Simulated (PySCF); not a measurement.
## CsI₂⁻: fields on a plane

All numbers come from PBE0 in PySCF with Cs def2-TZVPD with ECP46, I def2-TZVPD with ECP28; scalar-relativistic core potentials, no spin–orbit coupling; density-fitted integrals.

The singlet minimum has Cs–I 3.587 Å (×2); I–Cs–I 180.0°.

The plane holds Cs1 at (0.00, 0.00), I2 at (3.59, 0.00), I3 at (-3.59, 0.00) Å. Columns run from x = -5.55 to 5.85 Å, rows from y = 2.25 (top) to -1.95 Å, in steps of 0.3 Å. Other isomers or separated fragments may lie lower. Core electrons replaced by a potential are absent, the electrostatic potential uses the reduced nuclear charge, and values within about 0.7 Å of such atoms have no physical meaning.

**Question.** Give the electron localisation function (set to 0 where the density is under 0.005 e/Å³). Lower edges of the bins: '0' 0.000, '1' 0.090, '2' 0.179, '3' 0.269, '4' 0.358, '5' 0.448, '6' 0.538, '7' 0.627, '8' 0.717, '9' 0.806; top 0.90.

**Answer.** 
```
001234444432000000000000002344444321000
023456666653100001221000013566666543200
235677888775100035665300015778887765320
356788888886200268888620026888888876530
467888778887201689999861027888778887642
578874223788302899999982038873224788753
678843884388304998338994038834883488763
688727318278305993003995038728137278864
688727318278305993003995038728137278864
678843884388304998338994038834883488763
578874223788302899999982038873224788753
467888778887201689999861027888778887642
356788888886200268888620026888888876530
235677888775100035665300015778887765320
023456666653100001221000013566666543200
```

**Question.** Give the electron density (e/Å³) (cut at 5 e/Å³). Lower edges of the bins (e/Å³): '0' 0.001, '1' 0.031, '2' 0.077, '3' 0.152, '4' 0.269, '5' 0.455, '6' 0.751, '7' 1.219, '8' 1.961, '9' 3.137; top 5.00.

**Answer.** 
```
000000000000000000000000000000000000000
000001111000000000000000000001111000000
000112222110000001111000000112222110000
001223333221100123333210011223333221000
011344555432111245555421112345554431100
012456776543212456776542123456776542100
013469999653223566556653223569999643100
123579999754223575005753224579999753210
123579999754223575005753224579999753210
013469999653223566556653223569999643100
012456776543212456776542123456776542100
011344555432111245555421112345554431100
001223333221100123333210011223333221000
000112222110000001111000000112222110000
000001111000000000000000000001111000000
```

The lowest empty level of this anion is unbound, so it and the gap depend on the basis.
